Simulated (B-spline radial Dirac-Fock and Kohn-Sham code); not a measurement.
**Dipole and non-dipole photoemission parameters of Sc²⁺ 3p3/2**

System: Sc²⁺ in the configuration 1s2 2s2 2p6 3s2 3p6 3d1; threshold 55.00 eV (orbital energy of the model). The computed values come from a radial B-spline solver: Dirac-Hartree-Slater photoionisation with a Latter tail; cross sections with all multipoles, angular parameters from the dipole term and its interference with E2.

```csv
hν (eV),σ (kb),β,γ,δ
72.8,740,0.076,0.114,0.020
78.8,793,0.347,0.130,0.011
82.6,829,0.490,0.127,0.008
105,869,1.019,0.083,-0.002
108,863,1.062,0.076,-0.003
109,860,1.076,0.074,-0.003
116,839,1.159,0.056,-0.003
127,802,1.261,0.034,-0.003
150,700,1.402,0.003,-0.002
160,656,1.444,-0.006,-0.002
233,390,1.588,-0.019,0.002
323,220,1.628,0.017,0.004
400,145,1.630,0.058,0.006
501,?,?,?,?
510,86.2,1.612,0.121,0.008
960,18.8,1.481,0.342,0.018
1000,17.0,1.469,0.359,0.019
1253.6,9.33,1.399,0.451,0.026
1370,7.33,1.368,0.489,0.029
1486.9,5.84,1.339,0.524,0.033
2470,1.34,1.133,0.744,0.062
3850,0.333,0.931,0.924,0.104
4040,0.285,0.908,0.942,0.109
6000,0.0768,0.725,1.079,0.165
11600,0.00767,0.444,1.280,0.296
12000,0.00679,0.431,1.289,0.304
```

Task: Give the values at 501 eV.

Result: σ = 89.6 kb, β = 1.614, γ = 0.116, δ = 0.008.
